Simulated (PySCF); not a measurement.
**Field gradients at the hydrogen positions**

C₈H₁₄.
Structure used (PBE0-D3(BJ)/def2-SVP), in Å, numbered top down from 1:
```
atom  x, y, z in Å
C1     3.2889   -0.0972    0.3095
C2     2.0854    0.2552    0.7627
C3     0.7840    0.0128    0.0631
C4     0.0726    1.3319   -0.2657
C5    -1.2729    1.1029   -0.9449
C6    -2.1738    0.1981   -0.1118
C7    -1.4808   -1.1201    0.2146
C8    -0.1353   -0.8919    0.8943
H9     3.4068   -0.6107   -0.6507
H10    4.2001    0.1122    0.8762
H11    2.0112    0.7690    1.7315
H12    0.9964   -0.5050   -0.8911
H13   -0.0822    1.8943    0.6741
H14    0.7263    1.9564   -0.8956
H15   -1.7683    2.0680   -1.1395
H16   -1.1048    0.6370   -1.9329
H17   -2.4329    0.7140    0.8309
H18   -3.1258    0.0140   -0.6357
H19   -2.1252   -1.7484    0.8508
H20   -1.3220   -1.6878   -0.7203
H21    0.3703   -1.8511    1.0903
H22   -0.2984   -0.4197    1.8811
```

Level: PBE0/pcSseg-1 (PySCF, non-relativistic); Q(2H) = 0.00286 b; rigid geometry, the same for H and D, with no vibrational averaging.

Question: Rank these positions by the coupling χzz of a deuteron there, largest first.
A. H11 (vinylic hydrogen)
B. H15 (methylene hydrogen)
C. H10 (vinylic hydrogen)
D. H17 (methylene hydrogen)

Answer: C (207 kHz), A (198 kHz), B (194 kHz), D (189 kHz).

Question: Give the electric field gradient Vzz (the principal value of largest size), its asymmetry and the 2H coupling at each hydrogen.

Answer: 
```json
{"atom": "H9", "bonded to": "C1", "bond length (Å)": "1.095", "Vzz (au)": "0.3044", "η": "0.06", "χzz (kHz)": "205"}
{"atom": "H10", "bonded to": "C1", "bond length (Å)": "1.093", "Vzz (au)": "0.3078", "η": "0.06", "χzz (kHz)": "207"}
{"atom": "H11", "bonded to": "C2", "bond length (Å)": "1.099", "Vzz (au)": "0.2944", "η": "0.06", "χzz (kHz)": "198"}
{"atom": "H12", "bonded to": "C3", "bond length (Å)": "1.106", "Vzz (au)": "0.2769", "η": "0.02", "χzz (kHz)": "186"}
{"atom": "H13", "bonded to": "C4", "bond length (Å)": "1.106", "Vzz (au)": "0.2802", "η": "0.02", "χzz (kHz)": "188"}
{"atom": "H14", "bonded to": "C4", "bond length (Å)": "1.102", "Vzz (au)": "0.2872", "η": "0.02", "χzz (kHz)": "193"}
{"atom": "H15", "bonded to": "C5", "bond length (Å)": "1.102", "Vzz (au)": "0.2882", "η": "0.02", "χzz (kHz)": "194"}
{"atom": "H16", "bonded to": "C5", "bond length (Å)": "1.105", "Vzz (au)": "0.2817", "η": "0.01", "χzz (kHz)": "189"}
{"atom": "H17", "bonded to": "C6", "bond length (Å)": "1.105", "Vzz (au)": "0.2816", "η": "0.01", "χzz (kHz)": "189"}
{"atom": "H18", "bonded to": "C6", "bond length (Å)": "1.102", "Vzz (au)": "0.2885", "η": "0.02", "χzz (kHz)": "194"}
{"atom": "H19", "bonded to": "C7", "bond length (Å)": "1.102", "Vzz (au)": "0.2882", "η": "0.02", "χzz (kHz)": "194"}
{"atom": "H20", "bonded to": "C7", "bond length (Å)": "1.105", "Vzz (au)": "0.2816", "η": "0.01", "χzz (kHz)": "189"}
{"atom": "H21", "bonded to": "C8", "bond length (Å)": "1.102", "Vzz (au)": "0.2871", "η": "0.02", "χzz (kHz)": "193"}
{"atom": "H22", "bonded to": "C8", "bond length (Å)": "1.106", "Vzz (au)": "0.2803", "η": "0.02", "χzz (kHz)": "188"}
```

Question: How does χzz go with the bond length over the 14 C–H bonds?

Answer: A straight-line fit has a slope of -15.0 kHz for each 0.01 Å, with a correlation coefficient of -0.99, over lengths from 1.093 to 1.106 Å. The longer bonds have the smaller couplings here.

Geometry: PBE0-D3(BJ)/def2-SVP, one conformer, isolated molecule. With so small a basis the couplings can be 20 % off.
